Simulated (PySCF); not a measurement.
C4H7FSi, SMILES C=C=C(F)[SiH2]C.

Geometry optimised at r2SCAN-D4/def2-SVP. This is a generated structure with no PubChem entry under its InChIKey; it may be hypothetical. Other conformers were not sampled.

These are PySCF with SMD-PBE0/6-31G* values and carry that method's errors.

Solvation free energies are E(SMD) − E(gas) at the gas-phase geometry, for 1 M in both phases. In vacuum the dipole moment is 1.42 D.

Question: Estimate the solvation free energies in water, cyclohexanone, ethylethanoate. (The exact figures need the calculation; the answer reports its results.)

Answer: 
| solvent | ΔG(solv) (kcal/mol) | its non-electrostatic (CDS) part | dipole (D) |
|---|---|---|---|
| water | 2.5 | 5.8 | 1.91 |
| cyclohexanone | -1.4 | 1.7 | 1.86 |
| ethylethanoate | -1.9 | 0.7 | 1.79 |
